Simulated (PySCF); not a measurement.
SMILES Cl[SiH]([SiH2][SiH2]F)Cl (H₅Cl₂FSi₃) (PBE0/def2-SVP optimised geometry):

```
11

Si     0.945     0.481     0.000
F      2.576     0.481     0.000
Si     0.189    -0.642    -1.920
Si    -2.139    -0.765    -1.746
Cl    -2.576    -1.895    -0.068
Cl    -2.827     1.167    -1.455
H      0.475    -0.220     1.228
H      0.477     1.895     0.000
H      0.553     0.111    -3.160
H      0.749    -2.027    -1.989
H     -2.889    -1.345    -2.892
```

Calculation: PBE0/def2-TZVP in PySCF 2.14.0.

Problem. What are the frontier orbital energies and the dipole moment?

Solution. HOMO-2 -9.43 eV, HOMO-1 -8.90 eV, HOMO -8.21 eV, LUMO -1.25 eV, LUMO+1 -0.71 eV; dipole moment 1.21 D.

Meta-Löwdin charges at PBE0/def2-TZVP: Si1 0.73, F2 -0.51, Si3 0.06, Si4 0.63, Cl5 -0.29, Cl6 -0.29, H7 -0.09, H8 -0.09, H9 -0.05, H10 -0.05, H11 -0.07.
